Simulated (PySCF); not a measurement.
# How methods differ on the ionisation energy of Ag

Ag [Kr] 4d10 5s1 (2S) → Ag⁺ [Kr] 4d10 (1S), as a difference of total energies. Calculation: PySCF 2.14, in def2-TZVPPD with the def2 core potential (28 electrons) (6s4p3d2f1g, 56 functions); scalar relativity through the core potential. Correlated levels: valence and next inner shell: nothing frozen outside the core potential. The calculations carry no spin-orbit coupling.

Q: Order these methods by the ionisation energy they give, lowest first.
A. CCSD(T) (valence and next inner shell)
B. MP2 (valence and next inner shell)
C. UHF
D. SCS-MP2 (valence and next inner shell)

A: C (6.359 eV), D (7.254 eV), A (7.351 eV), B (7.438 eV).

Errors of the correlated levels include the incompleteness of this basis.

For comparison: 7.576 eV (measured; NIST Atomic Spectra Database, ionization energies).
